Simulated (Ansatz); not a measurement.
Ansatz (a quantum-chemistry and plane-wave program) input:

Ansatz 0.2 input:
```yaml
crystal:
  periodic: [false, false, false]
  atoms:
    - {symbol: C, position_ang: [0.09003423, 2.16761845, -0.43538784]}
    - {symbol: Si, position_ang: [0.03111733, 0.27738598, -0.52193473]}
    - {symbol: Si, position_ang: [1.92296155, -0.74806521, 0.37959558]}
    - {symbol: Si, position_ang: [-1.99317644, -0.61846614, 0.21499498]}
    - {symbol: H, position_ang: [1.00726069, 2.54983839, -0.88575802]}
    - {symbol: H, position_ang: [0.05750905, 2.50503165, 0.60410716]}
    - {symbol: H, position_ang: [-0.75898017, 2.60828964, -0.95999553]}
    - {symbol: H, position_ang: [2.11127582, -0.42713238, 1.82030907]}
    - {symbol: H, position_ang: [3.14075321, -0.30203313, -0.34317071]}
    - {symbol: H, position_ang: [1.79871664, -2.21952793, 0.24388582]}
    - {symbol: H, position_ang: [-2.27999960, -0.28180930, 1.63573779]}
    - {symbol: H, position_ang: [-1.95537911, -2.09529141, 0.08609607]}
    - {symbol: H, position_ang: [-3.11399610, -0.09504100, -0.60606633]}
basis:
  gaussian:
    orbitals: def2-TZVPD
hamiltonian:
  xc: {name: PBE0}
magnetization: {spin_polarized: true, initial_magnetization: 1}
output: {forces: true}
```

### Question
What final total energy does it print?

### Answer
-911.57611 Eh (PBE0/def2-TZVPD). The basis has 247 functions.

It need not be the lowest isomer of its formula.
